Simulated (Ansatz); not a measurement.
Ansatz (an electronic-structure program) input (CCSD(T)/def2-SVPD):

Ansatz 0.2 input:
```yaml
crystal:
  periodic: [false, false, false]
  atoms:
    - {symbol: Nb, position_ang: [-0.00000000, -0.00000000, 0.00000000]}
    - {symbol: Cl, position_ang: [1.71683605, -0.57947894, -1.26694082]}
    - {symbol: Cl, position_ang: [0.70398681, 0.39919295, 2.05754914]}
    - {symbol: Cl, position_ang: [-0.94149437, 1.82313831, -0.82353868]}
    - {symbol: Cl, position_ang: [-1.47932849, -1.64285231, 0.03293036]}
basis:
  gaussian:
    orbitals: def2-SVPD
total_charge: 1
magnetization: {spin_polarized: false}
correlation: {method: ccsd_t, electrons: outside_noble_gas}
output: {forces: true}
```

End of the output:

```
integrals: 0.34 GiB planned
1307 factors; integrals over basis functions are off by at most 6.9e-4 eV
mean field: 1.03 GiB planned
mean field evaluation 1: about -51525.8317 eV, gradient 4.4e1 eV
mean field evaluation 2: about -51526.0054 eV, gradient 4.4e1 eV
mean field evaluation 4: about -51531.2779 eV, gradient 2.4e0 eV
mean field evaluation 8: about -51531.3302 eV, gradient 3.8e-1 eV
mean field evaluation 16: about -51531.3317 eV, gradient 2.5e-6 eV
mean field -51531.33172402 eV, -1893.7415116664 hartree, gradient 2.5e-6 eV, S^2 0.000000; 0 other end points of the search recorded, 0 dependent functions left out
24 core orbitals not correlated
reference -51531.33172402 eV, -1893.7415116664 hartree; 16, 16 occupied and 102, 102 virtual orbitals, 1307 factors
densities: 1.44 GiB planned
second order -20.61905028 eV of doubles, -0.00000000 eV of singles
coupled cluster: 0.86 GiB planned
cycle   1  -19.86625529 eV  change    7.5e-1 eV  update   2.5e-1
cycle   2  -20.77182664 eV  change   -9.1e-1 eV  update   1.5e-1
cycle   3  -20.94057620 eV  change   -1.7e-1 eV  update   3.7e-2
cycle   4  -20.92402968 eV  change    1.7e-2 eV  update   1.0e-2
cycle   5  -20.92186835 eV  change    2.2e-3 eV  update   3.1e-3
cycle   6  -20.92084656 eV  change    1.0e-3 eV  update   1.1e-3
cycle   7  -20.92051633 eV  change    3.3e-4 eV  update   4.6e-4
cycle   8  -20.92089795 eV  change   -3.8e-4 eV  update   1.2e-4
cycle   9  -20.92097758 eV  change   -8.0e-5 eV  update   3.6e-5
cycle  10  -20.92094545 eV  change    3.2e-5 eV  update   1.3e-5
cycle  11  -20.92094440 eV  change    1.1e-6 eV  update   4.7e-6
perturbative correction -1.16252025 eV, -0.0427218311 hartree
the calculation of the forces begins
Total energy: -51553.41518866 eV, -1894.5530640234 hartree
Atom 0 at    -0.000000    -0.000000     0.000000 Å, force    -0.000000     0.000000    -0.000000 eV/Å
Atom 1 at     1.716836    -0.579479    -1.266941 Å, force     0.291435    -0.098367    -0.215064 eV/Å
Atom 2 at     0.703987     0.399193     2.057549 Å, force     0.119503     0.067763     0.349271 eV/Å
Atom 3 at    -0.941494     1.823138    -0.823539 Å, force    -0.159820     0.309480    -0.139797 eV/Å
Atom 4 at    -1.479328    -1.642852     0.032930 Å, force    -0.251117    -0.278876     0.005590 eV/Å
Dipole moment:     0.000000    -0.000000     0.000000 e Å
```

The spin state was set by rule; other spins were not relaxed.
